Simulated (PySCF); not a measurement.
PySCF input (B3PW91/6-31G* (5d)):

```python
from pyscf import gto, dft

mol = gto.M(
    atom='''
    C     2.37485800   -0.50137200   -0.28116500
    C     1.38072200   -0.28400400    0.57801800
    Si   -0.35902500    0.07712800    0.06539100
    O    -0.43029100    0.42559100   -1.54385800
    O    -1.39608800   -1.17682400    0.28015700
    O    -0.86419100    1.29589200    1.03572500
    H     2.21863500   -0.46874100   -1.35440100
    H     3.38516700   -0.72607000    0.04417000
    H     1.60248300   -0.33583400    1.64127300
    H     0.08532900    1.16951400   -1.86449600
    H    -1.46419300   -1.82174400   -0.42821100
    H    -1.80999800    1.45807900    1.08888000
    ''',
    basis='6-31g*',
    charge=0,
    spin=0,
    verbose=4,
)

mf = dft.RKS(mol, xc='b3pw91')
mf.grids.level = 3
mf.conv_tol = 1e-9
mf.max_cycle = 100
mf.max_memory = 1500
mf.kernel()
if not mf.converged:
    mf = mf.newton()
    mf.kernel(mf.make_rdm1())
mf.dip_moment()
```

From the output:

```
[INPUT]  8 H      3.385167000000  -0.726070000000   0.044170000000 AA    6.397038515916  -1.372073447263   0.083469202922 Bohr   0.0
[INPUT]  9 H      1.602483000000  -0.335834000000   1.641273000000 AA    3.028253989271  -0.634634283317   3.101556465643 Bohr   0.0
[INPUT] 10 H      0.085329000000   1.169514000000  -1.864496000000 AA    0.161248440483   2.210061158845  -3.523386800347 Bohr   0.0
[INPUT] 11 H     -1.464193000000  -1.821744000000  -0.428211000000 AA   -2.766923763505  -3.442597229070  -0.809201513526 Bohr   0.0
[INPUT] 12 H     -1.809998000000   1.458079000000   1.088880000000 AA   -3.420400506011   2.755369977980   2.057684982516 Bohr   0.0

nuclear repulsion = 317.476903575698
number of shells = 50
number of NR pGTOs = 210
number of NR cGTOs = 100
basis = 6-31g*
ecp = {}

******** <class 'pyscf.dft.rks.RKS'> ********
method = RKS
initial guess = minao
damping factor = 0
level_shift factor = 0
DIIS = <class 'pyscf.scf.diis.CDIIS'>
diis_start_cycle = 1
diis_space = 8
diis_damp = 0
SCF conv_tol = 1e-09
SCF conv_tol_grad = None
SCF max_cycles = 100
direct_scf = True
direct_scf_tol = 1e-13
XC library pyscf.dft.libxc version 7.1.2
    S. Lehtola, C. Steigemann, M. J. T. Oliveira, and M. A. L. Marques,  SoftwareX 7, 1–5 (2018)
XC functionals = b3pw91
    A. D. Becke,  J. Chem. Phys. 98, 5648 (1993)
radial grids:
    Treutler-Ahlrichs [JCP 102, 346 (1995); DOI:10.1063/1.469408] (M4) radial grids

becke partition: Becke, JCP 88, 2547 (1988); DOI:10.1063/1.454033
pruning grids: <function nwchem_prune>
grids dens level: 3
symmetrized grids: False
atomic radii adjust function: <function treutler_atomic_radii_adjust>
small_rho_cutoff = 0
Set gradient conv threshold to 3.16228e-05
Initial guess from minao.
tot grids = 148512
init E= -595.502961326046
  HOMO = -0.339114534168131  LUMO = -0.101840934041582  gap/eV = 6.45654
cycle= 1 E= -594.661970062295  delta_E= 0.841  |g|= 1.17  |ddm|=  3.2
  HOMO = -0.148243342225432  LUMO = 0.0326857179252023  gap/eV = 4.92333
cycle= 2 E= -594.399930603799  delta_E= 0.262  |g|= 1.65  |ddm|= 1.98
  HOMO = -0.260473544810064  LUMO = 0.00530561856884715  gap/eV = 7.23222
cycle= 3 E= -594.917260016905  delta_E= -0.517  |g|= 0.106  |ddm|= 1.25
  HOMO = -0.2846252259314  LUMO = -0.0150361210097083  gap/eV = 7.33589
cycle= 4 E= -594.919807318236  delta_E= -0.00255  |g|= 0.0366  |ddm|= 0.131
  HOMO = -0.278272307251782  LUMO = -0.00923500053733273  gap/eV = 7.32088
cycle= 5 E= -594.920148194613  delta_E= -0.000341  |g|= 0.00839  |ddm|= 0.0354
  HOMO = -0.277915829064579  LUMO = -0.00888916655177185  gap/eV = 7.32059
cycle= 6 E= -594.920159908643  delta_E= -1.17e-05  |g|= 0.00371  |ddm|= 0.00868
  HOMO = -0.27809107716682  LUMO = -0.00898161169274658  gap/eV = 7.32284
cycle= 7 E= -594.920162668325  delta_E= -2.76e-06  |g|= 0.000606  |ddm|= 0.00293
  HOMO = -0.278079668299807  LUMO = -0.00898160030853568  gap/eV = 7.32253
cycle= 8 E= -594.920162738635  delta_E= -7.03e-08  |g|= 0.000282  |ddm|= 0.000662
  HOMO = -0.278071716309805  LUMO = -0.00897446818085879  gap/eV = 7.32251
cycle= 9 E= -594.920162756808  delta_E= -1.82e-08  |g|= 9.46e-05  |ddm|= 0.000307
  HOMO = -0.278071657809081  LUMO = -0.00897315799524678  gap/eV = 7.32254
cycle= 10 E= -594.920162759178  delta_E= -2.37e-09  |g|= 7.38e-06  |ddm|= 9.33e-05
  HOMO = -0.278072348795987  LUMO = -0.00897379988050861  gap/eV = 7.32254
cycle= 11 E= -594.920162759193  delta_E= -1.5e-11  |g|= 1.94e-06  |ddm|= 9.82e-06
  HOMO = -0.278072327953931  LUMO = -0.00897382610147179  gap/eV = 7.32254
Extra cycle  E= -594.920162759192  delta_E= 1.14e-12  |g|= 2.26e-06  |ddm|= 4.37e-06
converged SCF energy = -594.920162759192
Dipole moment(X, Y, Z, Debye):  0.44755,  0.16065, -1.34961
```

The geometry given is a B3LYP-D3(BJ)/def2-TZVP minimum.
